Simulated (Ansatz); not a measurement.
Reaction (cleavage of the Si–Si bond): `O[SiH2][SiH](S)Cl` + HCl → `S[SiH](Cl)Cl` + `O[SiH3]`

Gas-phase electronic energies from Ansatz, PBE0-D4/def2-TZVP geometries. CCSD(T)/CBS adds triple-zeta CCSD(T) − MP2 to the extrapolated MP2 energy (def2 sets, frozen cores). This one scheme is used for every species. Functionals use def2-TZVPP. B3LYP here is the variant with VWN-RPA as its local correlation; programs differ in this. Each species was taken in one conformer, which may not be the lowest.

`O[SiH2][SiH](S)Cl`:

```xyz
10

O     0.512    0.317   -1.894
Si    1.013    0.690   -0.364
Si   -0.609   -0.151    1.101
S    -0.703   -2.274    1.002
Cl   -2.370    0.734    0.438
H    -0.346    0.656   -2.158
H     1.159    2.159   -0.161
H     2.324    0.023   -0.182
H    -0.484    0.161    2.545
H    -0.496   -2.316   -0.327
```

HCl:

```xyz
2

Cl    0.409   -0.491    0.032
H    -0.409    0.491   -0.032
```

`S[SiH](Cl)Cl`:

Z-matrix (Å, degrees):
```
Si
Cl 1 2.036
Cl 1 2.042 2 110.0
S 1 2.113 2 105.8 3 121.1
H 1 1.474 2 109.1 3 -116.8
H 4 1.346 1 92.9 2 -178.6
```

`O[SiH3]`:

Cartesian coordinates in Å:
```
O -0.670 0.971 -0.501
Si 0.331 -0.192 0.100
H -1.615 0.827 -0.431
H 0.120 -0.399 1.559
H 1.708 0.293 -0.145
H 0.126 -1.500 -0.582
```

```tsv
level	ΔE (eV)
r2SCAN-D4	-0.98
B3LYP	-1.03
CCSD/def2-TZVPP	-1.02
SCS-MP2/def2-QZVPP	-1.12
```

(1) What does CCSD(T)/CBS give? (Best estimate.)

Largest T1 diagnostic among the species: 0.012.

Results:

(1) The calculation gave: -1.01 eV. The listed levels differ from it by 0.03, -0.02, -0.01, -0.11 eV.

In def2-TZVPP, CCSD(T) changes the Hartree–Fock value by +0.21 eV (the triples alone add +0.02 eV) and MP2 by +0.11 eV. The D4 term adds +0.07 eV with B3LYP and +0.04 eV with PBE0; it sums over pairs of atoms, weighted by their polarisabilities, and B3LYP, whose exchange is more repulsive, gets the larger term. From PBE to PBE0 (25 % exact exchange), in def2-TZVPP and without D4, ΔE moves by −0.07 eV.
